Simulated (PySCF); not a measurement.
Unknowns

- shieldings: GIAO PBE0/pcSseg-1
- structure optimised with GFN2-xTB
- program: PySCF 2.14.0 with density-fitted response routines
- a single conformation, no relativistic terms, equivalent nuclei averaged, gas phase

References, each an isolated molecule treated in the same way: 1H, 13C vs TMS. Splittings of carbon signals by F and P are missing where no couplings were computed. Where no couplings were computed, multiplicities follow the n + 1 count of equivalent neighbours, and m marks all less simple cases (inequivalent or close neighbours, rings, F or P nearby). Shifts are as computed. Against solution values, carbons near 30 ppm lie about +3 ppm off and those near 130 ppm about +5 ppm. Of 1211 compounds with measured shifts, 218 miss one by over three times the rms of a fit or turn the order of signals round; such compounds aren't used in these exercises.

**Question.** C5H11OP. 1H NMR (400 MHz, computed): δ 2.57 (m, 2H), 2.30 (m, 2H), 1.87 (m, 1H), 1.46 (m, 2H), 1.29 (m, 3H), 1.20 (m, 1H). 13C{1H} NMR (computed): δ 39.7 (CH2), 27.5 (CH2), 10.4 (CH2), 7.1 (CH3). What is it?

**Answer.** `CCP1(=O)CCC1`. 4 carbon signals for 5 carbons: some carbons are equivalent by symmetry or fast rotation. Carbon types of the structure: 4 × CH2, 1 × CH3, which accounts for all hydrogens. δC 39.7, 27.5: sp3 CH2 bonded to P. δC 10.4: sp3 CH2 in a ring; aliphatic region, no heteroatom directly attached. δC 7.1: methyl carbon; aliphatic region, no heteroatom directly attached. δH 1.87, 1.20: hydrogen on an sp3 CH2 in a ring.

The shifts were computed for this structure.

**Question.** C7H8FN. 1H NMR (300 MHz, computed): δ 3.88 (m, 1H), 2.44 (m, 1H), 2.38 (m, 1H), 2.27 (m, 1H), 2.08 (m, 1H), 1.58 (m, 1H), 1.47 (m, 1H), 1.30 (m, 1H). 13C{1H} NMR (computed): δ 123.7, 89.5, 39.2, 39.1, 36.0, 33.4, 25.3. What is it?

**Answer.** `N#C[C@@]12CCC[C@@H]1[C@H]2F`. The formula gives 4 degrees of unsaturation (2 rings in the answer). 7 carbon signals for 7 carbons: no two carbons are equivalent. Carbon types of the structure: 2 × C, 2 × CH, 3 × CH2, which accounts for all hydrogens. δC 123.7: nitrile carbon; C≡N carbons fall here, among the sp2 signals but without a proton. δC 89.5, 39.2, 25.3: three-membered-ring carbon. δC 39.1, 36.0, 33.4: sp3 CH2 in a ring; aliphatic region, no heteroatom directly attached. δH 3.88, 2.27: hydrogen on a three-membered-ring carbon.

The shifts were computed for this structure.
